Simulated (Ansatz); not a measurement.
Species: InH, charge 0, multiplicity 1. SMILES: [InH]
Geometry from a B3LYP-D3(BJ)/def2-TZVP (Ansatz, a program for electronic structure) optimisation:
```
In
H 1 1.8626
```
Charge 0, spin multiplicity 1.

Property: atomisation energy (electronic, to ground-state atoms), in kcal/mol. Valence correlation only, unless marked. UHF or UKS for open shells. Spin-orbit coupling is left out. The frozen core is the preceding noble-gas configuration, with the filled d and f shells of earlier blocks. Past Kr the def2 sets carry scalar-relativistic core potentials. STO-3G rows are all-electron and non-relativistic. The coupled-cluster limit lacks core correlation, which all-electron functionals hold. CBS marks a two-point X^-3 extrapolation of the correlation energy; Hartree-Fock from the larger set.

```csv
level,program,atomisation energy (kcal/mol)
RPA@PBE/def2-TZVPP,Ansatz,59.2
MP2/STO-3G,Ansatz,87.2
"MP2/CBS(def2-TZVPPD,def2-QZVPPD)",Ansatz,59.7
RI-MP2/def2-TZVPPD,Ansatz,58.2
RI-MP2/def2-QZVPPD,Ansatz,59.1
CCSD(T)/def2-TZVPP,Ansatz,61.8
"CCSD(T)/CBS(def2-TZVPPD,def2-QZVPPD)",Ansatz,63.1
```
